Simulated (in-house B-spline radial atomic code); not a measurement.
**Hg IV (Hg3+): [Xe] 4f14 (5d3/2)4 (5d5/2)5 (an excited or competing configuration)**

Computed with a radial B-spline atomic code at the basis-set limit: Dirac-Hartree-Fock, average of the jj configuration, Fermi nucleus of rms radius 5.4648 fm.

Screening seen three ways: the hydrogenic charge with the same mean radius, Z_r = [3n² - l(l+1)]/(2<r>), the one with the same energy, Z_e = n√(-2ε), and Slater's rules. Values are occupation-weighted means over j. An effective charge above Z reflects the relativistic contraction of the inner shells.

```
shell  electrons   ε (eV)  <r> (bohr)    Z_r    Z_e  Slater
   1s          2   -83689     0.01659  90.41  78.43   79.70
   2s          2   -15007     0.06922  86.68  66.42   75.85
   2p          6   -13070     0.06275  79.68  61.99   75.85
   3s          2  -3656.5      0.1798  75.09  49.18   68.75
   3p          6  -3079.5      0.1809  69.11  45.13   68.75
   3d         10  -2412.3      0.1651  63.59  39.95   58.85
   4s          2   -868.2      0.3991  60.14  31.95   52.25
   4p          6  -673.78      0.4231  54.36  28.15   52.25
   4d         10  -424.78      0.4482  46.85  22.35   40.85
   5s          2  -172.65       0.914  41.03  17.81   22.35
   4f         14  -153.49      0.4802  37.49  13.44   29.45
   5p          6  -117.24       1.038  35.15  14.68   22.35
   5d          9  -49.491       1.374  25.11   9.54    9.20
```

The least bound orbital is 5d5/2 at -48.46 eV, and it is also the most diffuse (<r> = 1.395 bohr).

For the 1s electron the small component carries 9.25 % of the norm, the zero-frequency Breit interaction raises the level by 315.9 eV, self-energy by 203 eV, and vacuum polarisation lowers it by 42.02 eV.
